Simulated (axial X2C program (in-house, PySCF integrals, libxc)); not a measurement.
Nuclear properties of SAsS

Computed with an axial X2C code built on PySCF integrals: two-component X2C with atomic mean-field Coulomb and Gaunt terms, Gaussian nuclei, basis S dyall-av3z, As dyall-v3z with contracted cores.

S–As–S held linear, with bonds 2.090 and 2.090 Å (near the PBE0 minimum at charge 0 of the determinant lowest at the starting distance; the state shown can have its own minimum elsewhere, held linear; other orders of the atoms were not compared).

Input and command:
```json
{"zs": [16, 33, 16], "q": 0, "bas": ["dyall-av3z", "dyall-v3z", "dyall-av3z"], "r0": [2.08, 2.08], "symm": 1, "scan": ["PBE0", "HF", "BHandHLYP"], "levels": ["PBE0", "HF", "TPSSh"], "nst": 2}
```
```bash
python solin.py task.json out
```

Keys: zs atomic numbers; q charge; bas basis sets; r0 starting distance in Å; symm equal bonds; scan levels of the two-bond scan; levels methods; nst determinants followed.

Determinant lowest in the PBE0 search, Ω = 1/2 (⟨Sz⟩ = 0.50, ⟨Lz⟩ = 0.00 at PBE0), spin on the atoms S 0.20, As 0.09, S 0.20:

```
level  A∥/gI S (MHz)  qzz S (a.u.)  A∥/gI As (MHz)  qzz As (a.u.)
 PBE0            326          0.60            2460          -2.56
   HF            372          0.63            2360          -3.94
TPSSh            344          0.59            2410          -2.17
```

Determinant 0.66 eV from it at PBE0 and this distance, Ω = 3/2 (⟨Sz⟩ = 0.50, ⟨Lz⟩ = 1.00 at PBE0), spin on the atoms S 0.05, As 0.40, S 0.05:

| level | A∥/gI S (MHz) | qzz S (a.u.) | A∥/gI As (MHz) | qzz As (a.u.) |
| --- | --- | --- | --- | --- |
| PBE0 | 76.2 | 3.39 | 380 | -0.58 |
| HF | 90.4 | 3.73 | 633 | -2.64 |
| TPSSh | 76.8 | 3.35 | 364 | -0.14 |

A∥ (defined per Ω) follows by multiplying with gI = μI/(I μN); qzz is the electric field gradient, eQq0 = 234.96 MHz × Q/barn × qzz. The operators were transformed with the bare-nucleus X2C matrices; with these basis sets, hyperfine constants and field gradients can be off by tens of per cent, and where levels differ in sign neither size nor sign is settled.

Q: With gI(33S) = 0.4292, Q(33S) = -0.0694 barn, gI(75As) = 0.9597, Q(75As) = 0.311 barn (g factors from the IAEA table of nuclear moments by Stone; Q from Pyykkö, Mol. Phys. 2018), turn the PBE0 values of the first state into constants in MHz.

A: A∥(33S) = 326 × 0.4292 = 140 MHz; eQq0(33S) = 234.96 × (-0.0694) × (0.60) = -9.78 MHz; A∥(75As) = 2460 × 0.9597 = 2360 MHz; eQq0(75As) = 234.96 × (0.311) × (-2.56) = -187 MHz.

The molecule was held linear; bending was not examined, so a bent shape may lie lower.

Each state is one determinant with collinear spin. Unrestricted Hartree–Fock can overshoot spin polarisation at the nuclei. The search compared states at one distance, so a state with another bond length can lie lower. PBE0 term energies can be off by some tenths of an eV.
